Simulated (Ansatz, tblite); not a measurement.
Forces on the cluster B8H13⁻ at its r2SCAN-D4/def2-SVPD geometry. Total charge -1; singlet.

The xTB rows come from tblite. Another isomer (singlet) lies 0.17 eV lower at PBE0-D4/def2-TZVPD; other spin states weren't run for this one.

GFN1-xTB (tblite), largest force 1.98 eV/Å:

```xyz
21
positions Å, forces eV/Å
B     0.352    1.034   -0.711    0.725    1.708    0.699
B     1.047    0.177   -2.109   -0.393   -0.122   -1.116
B    -0.571    0.598   -2.191    0.488   -0.110   -1.173
B    -1.282    0.412   -0.625   -0.353   -0.156    0.625
B    -0.108   -0.192    0.486   -1.172   -0.223    0.942
B     0.424   -0.001    2.186    0.723    0.478    0.023
B     1.364   -0.393   -0.469    0.823   -0.145    0.287
B    -1.146   -0.776    1.805   -0.670   -0.555   -0.103
H    -0.463   -0.586    2.957   -0.007    0.010    0.222
H     2.003    0.499   -2.771   -0.290   -0.023    0.153
H     0.703    2.145   -0.412   -0.113   -0.351   -0.056
H    -1.180    1.230   -3.020    0.219   -0.152    0.196
H    -1.239   -1.987    1.749   -0.103    0.326    0.052
H     2.460   -0.618   -0.037   -0.298    0.057   -0.121
H    -2.364    0.853   -0.350    0.296   -0.080   -0.112
H     0.421    1.163    2.523    0.103   -0.337    0.035
H     1.164   -1.050   -1.703    0.077   -0.080   -0.368
H    -2.166   -0.159    1.997    0.237   -0.227   -0.091
H    -1.296   -0.416   -1.687   -0.132   -0.118   -0.080
H     0.451   -1.285   -0.026    0.040   -0.157   -0.053
H     1.424   -0.649    2.406   -0.201    0.256    0.039
```

GFN2-xTB (tblite), largest force 0.77 eV/Å:

```
B 0.280 0.480 0.424
B -0.550 -0.016 -0.310
B 0.637 -0.158 -0.398
B 0.329 -0.110 0.338
B -0.729 -0.054 0.245
B 0.344 0.313 -0.108
B 0.049 -0.127 0.231
B -0.262 -0.192 -0.233
H -0.001 0.068 0.038
H -0.241 -0.035 0.020
H -0.113 -0.210 -0.097
H 0.172 -0.143 0.130
H -0.260 0.287 0.097
H -0.284 0.093 -0.181
H 0.283 -0.100 -0.143
H 0.238 -0.417 0.095
H 0.151 0.146 -0.432
H 0.201 -0.437 0.005
H -0.131 0.097 -0.002
H 0.050 0.154 0.146
H -0.161 0.362 0.135
```

PBE-D4/def2-TZVPD (Ansatz), largest force 0.10 eV/Å:

```
B -0.021 -0.014 0.002
B -0.057 0.041 0.036
B 0.060 0.011 0.060
B 0.070 0.030 -0.002
B -0.016 0.026 0.000
B -0.037 -0.011 -0.056
B -0.017 0.076 0.011
B 0.063 0.030 -0.030
H 0.000 0.000 -0.010
H -0.076 -0.028 0.048
H -0.026 -0.091 -0.020
H 0.047 -0.047 0.057
H 0.005 0.074 0.006
H -0.077 0.011 -0.022
H 0.076 -0.035 -0.013
H 0.005 -0.072 -0.019
H 0.017 -0.004 -0.014
H 0.060 -0.040 -0.028
H -0.012 0.019 -0.005
H -0.010 -0.018 0.014
H -0.054 0.043 -0.014
```
